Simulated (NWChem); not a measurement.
System: C2H7AlO2; SMILES [O]([AlH][O]C)C

NWChem printed, in part:

```
             Northwest Computational Chemistry Package (NWChem) 7.3.0
             --------------------------------------------------------

                             Geometry "geometry" -> ""
                             -------------------------

 Output coordinates in angstroms (scale by  1.889725989 to convert to a.u.)

  No.       Tag          Charge          X              Y              Z
 ---- ---------------- ---------- -------------- -------------- --------------
    1 Al                  13.0000     0.00000000     0.00000000     1.31083100
    2 H                    1.0000     0.00000000     0.00000000     2.87677900
    3 O                    8.0000    -1.49044000    -0.01962300     0.51710300
    4 C                    6.0000    -2.15041600    -0.01600000    -0.69873600
    5 H                    1.0000    -2.84230200     0.84291300    -0.76727200
    6 H                    1.0000    -1.46447100     0.04296600    -1.56521600
    7 H                    1.0000    -2.75683200    -0.93188300    -0.82046100
    8 O                    8.0000     1.49044000     0.01962300     0.51710300
    9 C                    6.0000     2.15041600     0.01600000    -0.69873600
   10 H                    1.0000     1.46447100    -0.04296600    -1.56521600
   11 H                    1.0000     2.75683200     0.93188300    -0.82046100
   12 H                    1.0000     2.84230200    -0.84291300    -0.76727200

 Effective nuclear repulsion energy (a.u.)     223.0974538329

  xc_inp: hfexch multiplicative factor not found.

                                 NWChem DFT Module
                                 -----------------

 Summary of "ao basis" -> "ao basis" (spherical)
 ------------------------------------------------------------------------------
       Tag                 Description            Shells   Functions and Types
 ---------------- ------------------------------  ------  ---------------------
 Al                          6-31g*                  8       18   4s3p1d
 H                           6-31g*                  2        2   2s
 O                           6-31g*                  6       14   3s2p1d
 C                           6-31g*                  6       14   3s2p1d

            General Information
            -------------------
          SCF calculation type: DFT
          Wavefunction type:  closed shell.
          No. of atoms     :    12
          No. of electrons :    48
           Alpha electrons :    24
            Beta electrons :    24
          Charge           :     0
          Spin multiplicity:     1
          Use of symmetry is: off; symmetry adaption is: off
          Maximum number of iterations: 150
          AO basis - number of functions:    88
                     number of shells:    46
          Convergence on energy requested:  1.00D-06
          Convergence on density requested:  1.00D-05
          Convergence on gradient requested:  5.00D-04

              XC Information
              --------------
                     Hartree-Fock (Exact) Exchange  1.000

      Superposition of Atomic Density Guess
      -------------------------------------

 Sum of atomic energies:        -470.17549124

      Non-variational initial energy
      ------------------------------

 Total energy =    -472.220123
 1-e energy   =   -1090.458980
 2-e energy   =     395.141404
 HOMO         =      -0.377031
 LUMO         =       0.004005

     ---------------------------------------------
      Total Density - Mulliken Population Analysis
     ---------------------------------------------

[...]

                     NWChem Electrostatic Potential Fit Module
                     -----------------------------------------

 Atom parameters

 Number of atoms is                                   12
 Number of basis functions is                         88

 Grid parameters

 Maximum number of grid points is                  47853
 Number of grid points is                          47852
 Grid range                                     0.300000 nm
 Grid spacing                                   0.020000 nm
 Probe radius                                   0.070000 nm
 Atom radius factor                             1.000000

 Atomic radii

    1    0.100000
    6    0.147000
    8    0.136000
   13    0.195000
 FASTESP  F
  using M.O. file = ./job.movecs

    Atom              Coordinates                           Charge

                                                  ESP

    1 Al    0.000000    0.000000    0.131083    1.174719
    2 H     0.000000    0.000000    0.287678   -0.320878
    3 O    -0.149044   -0.001962    0.051710   -0.710818
    4 C    -0.215042   -0.001600   -0.069874    0.424318
    5 H    -0.284230    0.084291   -0.076727   -0.048393
    6 H    -0.146447    0.004297   -0.156522   -0.042808
    7 H    -0.275683   -0.093188   -0.082046   -0.048474
    8 O     0.149044    0.001962    0.051710   -0.713487
    9 C     0.215042    0.001600   -0.069874    0.435029
   10 H     0.146447   -0.004297   -0.156522   -0.047332
   11 H     0.275683    0.093188   -0.082046   -0.050399
   12 H     0.284230   -0.084291   -0.076727   -0.051477
                                            ------------
                                                0.000000

 Dipole moment                                  0.796283

 Quadrupole moment Qxx                         -4.492188
                   Qyy                          3.910474
                   Qzz                          0.581715

 RMS deviation kJ/mol                           0.062965

 RRMS %                                        38.804967
```

Level: Hartree-Fock/6-31G* (spherical d). Geometry: optimised at PBE0/def2-SVP. No frequency run checked for a minimum.

### Question
Write an input that gives this output.

### Answer
One answer among several that fit: the input that was run:
```
start job
memory heap 200 mb stack 900 mb global 1100 mb
geometry units angstroms noautosym nocenter noautoz
  Al     0.000000     0.000000     1.310831
  H      0.000000     0.000000     2.876779
  O     -1.490440    -0.019623     0.517103
  C     -2.150416    -0.016000    -0.698736
  H     -2.842302     0.842913    -0.767272
  H     -1.464471     0.042966    -1.565216
  H     -2.756832    -0.931883    -0.820461
  O      1.490440     0.019623     0.517103
  C      2.150416     0.016000    -0.698736
  H      1.464471    -0.042966    -1.565216
  H      2.756832     0.931883    -0.820461
  H      2.842302    -0.842913    -0.767272
end
basis spherical
  Al library 6-31g*
  H library 6-31g*
  O library 6-31g*
  C library 6-31g*
end
dft
  xc hfexch
  iterations 150
  mulliken
end
task dft energy
esp
  recalculate
  probe 0.07
  range 0.3
  factor 1.0
  spacing 0.02
end
task esp
```
